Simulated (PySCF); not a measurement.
Si(H)2(Et)(NH2) (C2H9NSi), SMILES N[SiH2]CC.

Geometry: r2SCAN-D4/def2-SVP. One conformer was computed; it need not be the lowest.

Two levels are set side by side: TDDFT-PBE/def2-SVPD (PySCF) and TDDFT-CAM-B3LYP/def2-SVPD (PySCF). Vertical, same geometry. The lowest singlet is HOMO→LUMO 99 % with PBE and HOMO→LUMO 86 % with the other functional; states are paired by order. Differences are taken from unrounded values.

| quantity | TDDFT-CAM-B3LYP |
|---|---|
| lowest singlet excitation (eV) | 6.39 |
| lowest triplet excitation (TDA) (eV) | 6.02 |

### Question
What does TDDFT-PBE give, and how far is it from TDDFT-CAM-B3LYP? (Estimate from the structure and the level; the computed values follow.)

### Answer

```json
[
 {"quantity": "lowest singlet excitation (eV)", "TDDFT-PBE": "5.59", "TDDFT-PBE minus TDDFT-CAM-B3LYP": "-0.79"},
 {"quantity": "lowest triplet excitation (TDA) (eV)", "TDDFT-PBE": "5.33", "TDDFT-PBE minus TDDFT-CAM-B3LYP": "-0.69"}
]
```

Functionals without exact exchange tend to place singlet excitations lower, as here. Differences between two approximate levels are no errors against the true value.

Rough cost on one machine, each run with all the roots and properties that it gave: TDDFT-CAM-B3LYP against TDDFT-PBE about 6 times.
